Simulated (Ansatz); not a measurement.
Start from `FC1(I)CC1` and change one atom or group to get `CC1(F)CC1`.

Ansatz, PBE0-D4/def2-TZVP geometries, multiplicity 1. 

Elements past krypton have def2 core potentials.  Spin–orbit coupling is left out; it splits and shifts lone-pair levels of the heavy atoms by tenths of an eV.

```csv
property,`FC1(I)CC1`
size of the dipole moment (PBE/def2-TZVPP) / D,1.97
LUMO energy (PBE0/def2-TZVPP) / eV,-1.04
LUMO energy (B3LYP/def2-TZVPP) / eV,-1.29
HOMO–LUMO gap (PBE/def2-TZVPP) / eV,4.20
LUMO energy (ωB97M-V/def2-TZVPP) / eV,0.93
HOMO energy (PBE/def2-TZVPP) / eV,-6.15
```

Give the same properties after the change, and the shifts. (Best estimate.)

Ansatz gave: 
```
                                      property  `CC1(F)CC1`  shift
size of the dipole moment (PBE/def2-TZVPP) / D         1.62  -0.35
            LUMO energy (PBE0/def2-TZVPP) / eV         1.35   2.39
           LUMO energy (B3LYP/def2-TZVPP) / eV         1.01   2.30
           HOMO–LUMO gap (PBE/def2-TZVPP) / eV         6.96   2.76
         LUMO energy (ωB97M-V/def2-TZVPP) / eV         2.78   1.85
             HOMO energy (PBE/def2-TZVPP) / eV        -6.43  -0.28
```

With PBE0 the HOMO falls by 0.54 eV and the LUMO rises by 2.39 eV, so the gap widens by about 2.93 eV. PBE moves the HOMO by -0.28 eV and ωB97M-V by -0.68 eV. The zero-point energy changes by 100.1 kJ/mol with +9 modes. Dipoles are sizes alone; their direction can turn.

Positive LUMOs are unbound, so they and the gaps depend on the basis.

B3LYP here is the variant with VWN-RPA as its local correlation; programs differ in this.
